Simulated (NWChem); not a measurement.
# SiNH4, doublet; SMILES [NH][SiH3]

### Question
Give the equilibrium geometry at PBE0/def2-SVP, spin-unrestricted (NWChem) as a list of bonds and angles, with the point group.

### Answer
point group Cs; any orientation.
Bond lengths (Å): N1–Si2 1.766, N1–H3 1.029, Si2–H4 1.488, Si2–H5 1.500, Si2–H6 1.500. Bond angles (°): Si2–N1–H3 110.8, N1–Si2–H4 109.7, N1–Si2–H5 110.1, N1–Si2–H6 110.3, H4–Si2–H5 109.3, H4–Si2–H6 109.3, H5–Si2–H6 108.2.
